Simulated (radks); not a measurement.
Fractional charge and spin in the 4d shell of cadmium: the spin-up occupation runs from 4 to 5 and the spin-down occupation from 4 to 5; the fullest corner is Cd+, [Kr] 5s(up 0.5, down 0.5) 4d(up 5, down 5). Method: scalar-relativistic Kohn-Sham, LDA (Slater exchange, Perdew-Wang correlation), spin-polarised, spherical densities, finite nucleus; Fermi nuclear charge, rms radius of each element as measured or else 0.836 A^(1/3) + 0.57 fm; computed with a radial shooting solver on a logarithmic mesh with Libxc functionals. Energy (eV) minus the two flat planes that join the four corners (they meet along the diagonal where the two added fractions sum to one electron); zero is where a piecewise linear energy would lie.

| down \ up | 4 | 4.25 | 4.5 | 4.75 | 5 |
|---|---|---|---|---|---|
| 4 | 0.000 | -1.453 | -1.924 | -1.433 | 0.000 |
| 4.25 | -1.453 | -1.878 | -1.343 | 0.133 | -1.313 |
| 4.5 | -1.924 | -1.343 | 0.177 | -1.226 | -1.735 |
| 4.75 | -1.433 | 0.133 | -1.226 | -1.692 | -1.288 |
| 5 | 0.000 | -1.313 | -1.735 | -1.288 | 0.000 |

Corners above the fullest one (they belong to Cd2+ and the next ion): (up 5, down 4) 27.548 eV, (up 4, down 5) 27.548 eV, (up 4, down 4) 70.459 eV. With half an added electron in each spin the energy lies 0.177 eV from the planes, and with half an added electron in spin up alone -1.924 eV. The planes are only a guide here: the flat-plane condition holds for ground states with one frontier orbital, while this shell lies below other occupied shells, so the corners above the fullest one are inner-hole states and not the ground states of those ions.
